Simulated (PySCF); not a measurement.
Compound: C5H15NOSi.
Geometry (PBE0-D3(BJ)/def2-SVP, Å), atoms numbered from 1 in this order:
```xyz
23
C5H15NOSi angstrom
C      2.9825    1.0483    0.3671
O      1.6018    0.8774    0.4005
C      1.1770   -0.3986    0.0141
C     -0.3426   -0.4651    0.0699
C     -0.8185   -0.3576    1.5210
C     -0.8095   -1.7790   -0.5553
Si    -1.0450    1.0072   -0.9283
N     -2.7210    0.6946   -1.2994
H      3.5013    0.3529    1.0562
H      3.3957    0.8893   -0.6487
H      3.2046    2.0791    0.6773
H      1.5291   -0.6249   -1.0152
H      1.6191   -1.1735    0.6810
H     -0.4360    0.5581    1.9955
H     -1.9190   -0.3505    1.5901
H     -0.4621   -1.2204    2.1116
H     -1.9070   -1.8305   -0.5906
H     -0.4391   -2.6430    0.0247
H     -0.4466   -1.8895   -1.5904
H     -0.3544    1.0997   -2.2538
H     -0.8414    2.2822   -0.1700
H     -3.0736    1.0364   -2.1863
H     -3.4238    0.8248   -0.5797
```

Method: TDDFT B3LYP/def2-SVPD, vertical, gas phase, core orbitals frozen in the response in PySCF.

Transition dipole moments from the ground state, in atomic units and in the frame of the coordinates above (overall signs are arbitrary), for the states with f of 0.002 or more among the lowest 7:

| state | E (eV) | μx | μy | μz |
| --- | --- | --- | --- | --- |
| S1 | 5.910 | 0.031 | 0.219 | 0.071 |
| S2 | 6.598 | -0.053 | 0.336 | -0.265 |
| S3 | 6.802 | 0.132 | -0.050 | 0.168 |
| S4 | 6.857 | -0.022 | 0.117 | 0.219 |
| S5 | 7.020 | -0.099 | -0.110 | 0.138 |
| S6 | 7.107 | -0.044 | 0.411 | -0.203 |
| S7 | 7.293 | -0.122 | 0.093 | -0.157 |

Q: What oscillator strength does each state have?

A: f = (2/3) ΔE |μ|² with ΔE in hartree (27.2114 eV).

```tsv
state	|μ|² (au)	|μ| (D)	f
S1	0.054	0.59	0.008
S2	0.186	1.10	0.030
S3	0.048	0.56	0.008
S4	0.062	0.63	0.010
S5	0.041	0.51	0.007
S6	0.212	1.17	0.037
S7	0.048	0.56	0.009
```

Q: Which bond between heavy atoms lies closest to the direction of the S6 transition dipole?

A: C4–Si7, at 18° from it; next O2–C3 at 48°.

Q: What angle do the transition dipoles of S2 and S6 make?

A: |cos θ| = |μa·μb| / (|μa| |μb|) = 0.98, so θ ≈ 12° (taken between 0 and 90°, since the signs are arbitrary).

Q: How is the summed strength of these states shared among x, y and z?

A: (2/3) Σ ΔE μα² gives 0.008 for x, 0.061 for y and 0.040 for z, 0.109 in all.

Q: What peak molar absorption coefficient would the strongest computed level give as a lone Gaussian band 0.3 eV wide at half height?

A: ε(max) = 2.175×10⁸ f / FWHM, with the width in cm⁻¹. S6: 2.175×10⁸ × 0.0369 / 2420 ≈ 3300 L mol⁻¹ cm⁻¹.

The vertical ionisation energy (ΔSCF) is 8.71 eV, 1.41 eV above S7.

Time: 5.3 min wall; peak memory 1.2 GiB. Hardware: one thread of an Intel Xeon 6975P-C, shared host with 192 logical CPUs at a one-minute load of 49.

One conformer stands for the species.

Without π bonds the low states may be Rydberg-like; a valence basis with one diffuse set may place them up to an eV too high.
